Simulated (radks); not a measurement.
Values are calculated unless marked as measured or tabulated.
Q: These are the eigenvalues of the occupied orbitals of an atom or ion with whole-number occupations (eV). Level of theory: Dirac Kohn-Sham, PBE, spin-unpolarised, spherical densities, finite nucleus; Fermi nuclear charge, rms radius of each element as measured or else 0.836 A^(1/3) + 0.57 fm (a radial shooting solver on a logarithmic mesh with Libxc functionals).

orbital  eigenvalue
1s1/2     -5907.597
2s1/2     -690.4778
2p1/2     -590.3188
2p3/2     -581.6336
3s1/2      -94.0609
3p1/2      -65.8214
3p3/2      -64.7410
3d3/2      -20.5606
3d5/2      -20.4512
4s1/2      -13.3050

Which element is it, and in what charge state? The configuration may be excited. Open shells, if any, fill j = l - 1/2 first.

A: Z = 24, chromium, charge +1: Cr+ in [Ne] 3s2 3p4 3d5 4s2. The list shows which subshells hold electrons but not how many an open one holds; the 1s level, -217.1 hartree, gives Z - s = 20.8 by -(Z - s)^2/2, which with screening and relativity narrows Z to a few neighbours, and the depths of the outer levels then fix element, charge and occupations together.
